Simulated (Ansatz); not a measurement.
Consider the substitution at a C–Ge bond: `[CH3][GeH2][SH]` + `O[Si](O)(Cl)Cl` → `CO[Si](O)(Cl)Cl` + `[SH][GeH3]`.

Computed with Ansatz on PBE0-D4/def2-TZVP structures; ΔE is electronic, products minus reactants. CCSD(T)/CBS adds triple-zeta CCSD(T) − MP2 to the extrapolated MP2 energy (def2 sets, frozen cores). Functionals use def2-TZVPP. B3LYP here is the variant with VWN-RPA as its local correlation; programs differ in this. For Ge outer-core shells are correlated without core-valence functions, which leaves a few kJ/mol of doubt a bond. Scalar relativity is left out up to krypton. One conformer a species, not always the lowest.

Question: Is it downhill or uphill in electronic energy at CCSD(T)/CBS, and by how much? (Estimate.)

Answer: Ansatz gave: Uphill: ΔE = +0.92 eV.

Question: What do these levels give: PBE0-D4, B3LYP-D4, ωB97X-V, B2PLYP, r2SCAN, B3LYP, MP2/def2-TZVPP, SCS-MP2/def2-TZVPP, CCSD/def2-TZVPP, CCSD(T)/def2-TZVPP, HF/CBS(def2), CCSD/CBS(def2)? (Best estimate.)

Answer: Computed: PBE0-D4 0.88, B3LYP-D4 0.81, ωB97X-V 0.82, B2PLYP 0.87, r2SCAN 0.89, B3LYP 0.82, MP2/def2-TZVPP 0.98, SCS-MP2/def2-TZVPP 0.90, CCSD/def2-TZVPP 0.89, CCSD(T)/def2-TZVPP 0.90, HF/CBS(def2) 0.75, CCSD/CBS(def2) 0.91 eV.

Largest T1 diagnostic among the species: 0.011.

In def2-TZVPP, CCSD(T) changes the Hartree–Fock value by +0.14 eV (the triples alone add +0.01 eV) and MP2 by +0.22 eV.
